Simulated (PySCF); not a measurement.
C₅H₇Cl, SMILES C#C[C@@H](C)CCl.

The structure is a stationary point at B3LYP-D3(BJ)/def2-SVP. The structure was generated by enumeration; whether it is a known compound was not checked. One conformer was computed; it need not be the lowest.

Vertical ionisation energy (IE) and electron affinity (EA) in eV. Rows of orbital energies are one-electron estimates. Where ΔSCF, EOM or ADC give a negative EA the extra electron is unbound and the value depends on the basis.

| level | IE | EA |
|---|---|---|
| −ε(HOMO), −ε(LUMO), CAM-B3LYP/def2-TZVP (PySCF) | 9.35 | -1.31 |
| −ε(HOMO), −ε(LUMO), PBE/def2-TZVP (PySCF) | 6.75 | 0.87 |
